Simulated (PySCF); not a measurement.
Compound: 3-cyclopentyl-1-propyne, C₈H₁₂.
SMILES with atom numbers: `[CH:1]#[C:2][CH2:3][CH:4]1[CH2:5][CH2:6][CH2:7][CH2:8]1` (hydrogens: H9 on C1; H10, H11 on C3; H12 on C4; H13, H14 on C5; H15, H16 on C6; H17, H18 on C7; H19, H20 on C8)

The closed-shell SCF was solved with PySCF and density fitting under several settings on one GFN2-xTB geometry (grid level 2 and gas phase unless stated).

```
                                                         settings  basis functions  SCF cycles     E (Eh)  HOMO (eV)  LUMO (eV)  dipole (D)
                                                    PBE0/pcSseg-1              196          14  -311.5851      -7.68       1.01        0.64
PBE0/6-31G-J, start guess sap, fitting basis def2-universal-jkfit              144          16  -311.6045      -7.50       1.73        0.57
```

Question: Estimate the rows for these settings: (1) KT3/3-21G, IEF-PCM tetrahydrofuran; (2) LC-wPBE/def2-SVPD, start guess atom.

Answer: 
```tsv
settings	basis functions	SCF cycles	E (Eh)	HOMO (eV)	LUMO (eV)	dipole (D)
KT3/3-21G, IEF-PCM tetrahydrofuran	96	14	-315.4182	-6.42	0.73	0.82
LC-wPBE/def2-SVPD, start guess atom	256	11	-311.6010	-10.48	2.44	0.67
```

Question: Over all rows, what range does the HOMO–LUMO gap span?

Answer: From 7.15 eV (KT3/3-21G, IEF-PCM tetrahydrofuran) to 12.92 eV (LC-wPBE/def2-SVPD, start guess atom). The functional of the narrowest has no exact exchange, that of the widest range-separated exact exchange.

Question: Compare two rows with the functional PBE0: PBE0/6-31G-J, start guess sap, fitting basis def2-universal-jkfit and PBE0/pcSseg-1. Which energy is lower, and by how much?

Answer: PBE0/6-31G-J, start guess sap, fitting basis def2-universal-jkfit (144 functions) lies 0.0194 Eh or 12.2 kcal/mol below PBE0/pcSseg-1 (196 functions). The smaller set gives the lower energy; the two sets aren't nested, so the variational bound doesn't order them by size.

Cycle counts include a coarse-grid stage where the run had one. KT3 was designed for NMR shieldings or shifts; total energies of different functionals aren't comparable. The structure is a single GFN2-xTB conformer; no vibrational corrections.
